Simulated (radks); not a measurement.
Ionisation of the xenon ion Xe+, [Kr] 4d10 5s2 5p5, to [Kr] 4d10 5s2 5p4 as the strength of local exchange is varied. All-electron calculation, Dirac Kohn-Sham, Slater X-alpha exchange (alpha = 2/3 is LDA exchange), no correlation, spin-unpolarised, spherical densities, point nucleus; open shells are shared between the two j in proportion to 2j + 1. Program: a radial shooting solver on a logarithmic mesh with Libxc functionals.

alpha,E(Xe+) (hartree),exchange (hartree),IE (eV),-e of the level emptied (eV),<r> of it (bohr)
0.667,-7438.79171,-175.74571,20.642,15.444 (5p3/2),2.236
0.727,-7454.61675,-191.93852,21.428,16.171 (5p3/2),2.210
0.786,-7470.20890,-207.92304,22.213,16.899 (5p3/2),2.185
0.8,-7473.91323,-211.72494,22.401,17.074 (5p3/2),2.180
0.88,-7495.11384,-233.51599,23.492,18.090 (5p3/2),2.148
0.928,-7507.86119,-246.64444,24.158,18.711 (5p3/2),2.129
1.046,-7539.28443,-279.09007,25.831,20.279 (5p3/2),2.085

NIST Atomic Spectra Database: 20.975 eV (semi-empirical). The Delta-SCF value meets it near alpha = 0.69. Spin polarisation and multiplet splitting are left out, so open shells lie too high by an amount that depends on their filling. Sharing an open shell by 2j + 1 raises it above the true ground level by a part of the spin-orbit splitting, which enters the differences from NIST.

Beside tabulated values, note that spin-unpolarised runs miss the spin-polarisation part of the exchange energy of open shells.
